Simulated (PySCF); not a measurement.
# How methods differ on the excitation energy of Ar+

Ar+ [Ne] 3s2 3p5 (2P) → Ar+ [Ne] 3s1 3p5 4s1 (4P), as a difference of total energies. All numbers are calculated (PySCF 2.14, the non-relativistic Hamiltonian (point nucleus), in dyall-av3z (19s12p3d2f, 84 functions)). Correlated levels: valence: [Ne] frozen; virtual orbitals above 40 to 60 times the deepest correlated orbital energy dropped. The calculations carry no spin-orbit coupling.

| method | excitation energy (cm⁻¹) |
| --- | --- |
| UHF | 265580 |
| LDA | 250850 |
| PBE | 250500 |
| PBE0 | 256700 |
| r2SCAN | 257140 |
| HSE06 | 256550 |
| LC-wPBE | 259100 |
| PW91 | 250720 |
| MP2 (valence) | 253730 |
| SCS-MP2 (valence) | 252310 |

A first-order spin-orbit estimate (lowest level to lowest level, LS coupling) adds -0.007 eV.

The upper state lies above the first ionisation limit, where it may autoionise and the basis confines it. A Rydberg-like electron needs more diffuse functions than a valence basis has.

The promoted electron is Rydberg-like, and one or two diffuse shells describe it only roughly, which tends to raise the upper state.
